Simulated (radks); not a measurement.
Values are calculated unless marked as measured or tabulated.
Species: Pt44+. Configuration: [Ar] 3d10 4s2 4p4 (the NIST ground configuration).

Code: a radial shooting solver on a logarithmic mesh with Libxc functionals. Model: Dirac Kohn-Sham, PBE, spin-unpolarised, spherical densities, point nucleus; open shells are shared between the two j in proportion to 2j + 1.

Energy parts (eV):
| part | energy |
|---|---|
| total | -466504.46 |
| kinetic | 538883.09 |
| electron-nucleus | -1093304.03 |
| Hartree | 95322.22 |
| exchange-correlation | -7405.74 |

Orbitals (lengths in bohr, moments of r in powers of bohr):
orbital,occ.,eigenvalue (eV),<1/r>,<r^2>
1s1/2,2,-80486.43,94.03,0.0004059
2s1/2,2,-15904.67,23.09,0.006127
2p1/2,2,-15336.97,23.02,0.004344
2p3/2,4,-13604.14,18.88,0.005528
3s1/2,2,-5298.600,8.605,0.03876
3p1/2,2,-5049.938,8.513,0.03526
3p3/2,4,-4655.645,7.441,0.04117
3d3/2,4,-4252.359,7.324,0.03135
3d5/2,6,-4166.376,7.078,0.03293
4s1/2,2,-2501.019,4.130,0.1538
4p1/2,1.33333,-2393.539,4.059,0.1515
4p3/2,2.66667,-2264.853,3.696,0.1692

The highest occupied level is 4p3/2 at -2264.9 eV. The density falls to 0.001 e/bohr^3 at r = 0.95 bohr.
